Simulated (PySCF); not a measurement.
C$_{4}$H$_{14}$N$_{2}$Si, SMILES `N[Si](CC)(CC)N`, neutral singlet in the gas phase. 

Cartesian coordinates (Å):
SMILES: C(C)[Si](N)(N)CC
```xyz
21

C      2.8569     0.1354    -0.2345
C      1.5365     0.8818    -0.0068
Si    -0.0007    -0.1609    -0.3608
N     -0.0461    -0.9486    -1.9116
N      0.0356    -1.4633     0.7925
C     -1.5285     0.9519    -0.3049
C     -2.8555     0.1852    -0.3650
H      2.9216    -0.7605     0.4037
H      2.9372    -0.2098    -1.2788
H      3.7382     0.7639    -0.0252
H      1.4899     1.7840    -0.6437
H      1.4783     1.2550     1.0331
H     -0.3241    -0.4325    -2.7403
H      0.6477    -1.6545    -2.1382
H     -0.6646    -2.1972     0.7452
H      0.3166    -1.2898     1.7523
H     -1.4655     1.6804    -1.1352
H     -1.4753     1.5569     0.6188
H     -2.9404    -0.5186     0.4799
H     -2.9267    -0.4132    -1.2874
H     -3.7311     0.8541    -0.3274
```
Charge 0, spin multiplicity 1.

All levels are single points at this geometry (B3LYP-D3(BJ)/def2-SVP); Pople sets use spherical d functions. Orbital energies aren't observables, and empty levels follow the basis.

B3LYP/LANL2DZ in PySCF gives HOMO (eV) = -6.23.

### Question
Estimate the HOMO (eV) from each of these levels: B3LYP-D3(BJ)/def2-TZVP in PySCF; B3LYP/3-21G in PySCF; BP86/6-31G* in PySCF; PBE/6-31G* in PySCF; HF/6-31G* in PySCF.

### Answer

| level | HOMO (eV) |
|---|---|
| B3LYP-D3(BJ)/def2-TZVP in PySCF | -6.59 |
| B3LYP/3-21G in PySCF | -5.90 |
| BP86/6-31G* in PySCF | -5.14 |
| PBE/6-31G* in PySCF | -5.03 |
| HF/6-31G* in PySCF | -9.90 |
